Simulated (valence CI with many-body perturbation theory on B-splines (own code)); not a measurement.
Dy⁴⁵⁺: fill in the table

Level of theory: valence CI with perturbative core correlation (CI+MBPT): three valence electrons over a frozen Dirac-Fock core [Ar], radial functions for each j: 7 s, 7 p, 8 d, 6 f, 4 g, 1 h, with the one-electron correlation potential Σ1, the two-electron term Σ2, the three-electron term Σ3, Breit, model QED; selected CI, second order for the rest, scaled by the run's own slope (own B-spline code, finite nucleus).

The last digits are not significant, and no measured levels were compared; by estimate large intervals hold to a few tenths of a per cent, small ones and those within an open d or f shell to about a per cent. Only levels of the ground parity were solved; by the run's estimate the other parity begins above the list, which can be wrong where configurations are misplaced.

| Level | E (eV) |
| --- | --- |
| (3d3/2^3) J=3/2 | 0.000 |
| (3d3/2^2 3d5/2) J=5/2 [a] | 35.650 |
| (3d3/2^2 3d5/2) J=3/2 | ? |
| (3d3/2^2 3d5/2) J=7/2 | 44.073 |
| (3d3/2^2 3d5/2) J=9/2 | 44.659 |
| (3d3/2^2 3d5/2) J=1/2 | 45.918 |
| (3d3/2^2 3d5/2) J=5/2 [b] | ? |
| (3d3/2 3d5/2^2) J=7/2 [a] | 79.253 |
| (3d3/2 3d5/2^2) J=9/2 | 82.884 |
| (3d3/2 3d5/2^2) J=3/2 [a] | 87.340 |
| (3d3/2 3d5/2^2) J=1/2 | 89.809 |
| (3d3/2 3d5/2^2) J=11/2 | ? |
| (3d3/2 3d5/2^2) J=5/2 [a] | ? |
| (3d3/2 3d5/2^2) J=5/2 [b] | 98.258 |
| (3d3/2 3d5/2^2) J=7/2 [b] | ? |
| (3d3/2 3d5/2^2) J=3/2 [b] | ? |
| (3d5/2^3) J=9/2 | 126.088 |
| (3d5/2^3) J=3/2 | 138.988 |
| (3d5/2^3) J=5/2 | 147.501 |

Levels are named by their leading jj configuration (3d3/2^4 stands for four electrons in 3d with j = 3/2), which in mixed levels can hold well under half, so a name can repeat and another be missing. Letters in brackets count levels of one name in rising energy.

Task: The levels stand in rising order. What does the calculation give for the missing energies?

Result: (3d3/2^2 3d5/2) J=3/2 41.471; (3d3/2^2 3d5/2) J=5/2 [b] 64.546; (3d3/2 3d5/2^2) J=11/2 91.410; (3d3/2 3d5/2^2) J=5/2 [a] 92.232; (3d3/2 3d5/2^2) J=7/2 [b] 99.665; (3d3/2 3d5/2^2) J=3/2 [b] 115.175.
